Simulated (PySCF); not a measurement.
**Radial density of Mo(26+) (molybdenum, charge +26)**

M06-L, [Ne] 3s2 3p4, high-spin 3P determinant. All numbers are calculated (PySCF 2.14, the spin-free X2C one-electron Hamiltonian (Gaussian nucleus), in an even-tempered Gaussian basis (18 s from 2.9 bohr⁻², ratio 2.5; 12 p from 3.8 bohr⁻², ratio 2.5; 5 d from 19 bohr⁻², ratio 2.7; 4 f from 28 bohr⁻², ratio 2.7)).

```csv
r (bohr),4πr²ρ (e/bohr),4πr²(ρα − ρβ)
0.0336,49.75,0.6987
0.0565,45.19,1.8992
0.0951,61.91,2.1361
0.160,41.68,-0.0364
0.269,19.95,4.8494
0.453,14.40,4.6411
0.761,0.5651,0.1807
1.28,0.0006925,0.0002
```

Densities and radii are taken from the X2C orbitals without a picture-change correction, which distorts them close to the nucleus.

Spin-orbit coupling is strong in this species (close to jj coupling), so the high-spin LS determinant is a model state, not a physical level.

Problem. Where is the radial spin density 4πr²(ρα − ρβ) most negative, and why is it negative at all?

Solution. Around r = 0.160 bohr, down to -0.0364 e/bohr: exchange with the open shell polarises the paired shells in an unrestricted calculation.
